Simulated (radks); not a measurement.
Values are calculated unless marked as measured or tabulated.
Ionisation of the phosphorus ion P2+, [Ne] 3s2 3p1, to P3+, [Ne] 3s2, under several functionals. Dirac Kohn-Sham, spin-unpolarised, spherical densities, finite nucleus; open shells fill j = l - 1/2 first; a radial shooting solver on a logarithmic mesh with Libxc functionals.

functional                                        E(P2+) (hartree)  Exc (hartree)  IE (eV)  -e(HOMO) (eV)  <r> HOMO (bohr)  IE error (eV)
revPBE                                                  -340.94135      -22.49490   29.753         24.290            1.970         -0.450
AM05                                                    -339.85286      -21.37025   29.739         24.265            1.964         -0.464
Wu-Cohen GGA                                            -340.59745      -22.14179   29.811         24.322            1.962         -0.391
LDA (Slater exchange, Perdew-Zunger correlation)        -339.72113      -21.23298   29.949         24.439            1.962         -0.254

NIST Atomic Spectra Database: 30.203 eV (measured). Closest: LDA (Slater exchange, Perdew-Zunger correlation). The Delta-SCF values span 0.21 eV, the total energies 1.22 hartree. The highest occupied level is 3p1/2. Spin polarisation and multiplet splitting are left out, so open shells lie too high by an amount that depends on their filling.

Beside tabulated values, note that spin-unpolarised runs miss the spin-polarisation part of the exchange energy of open shells.
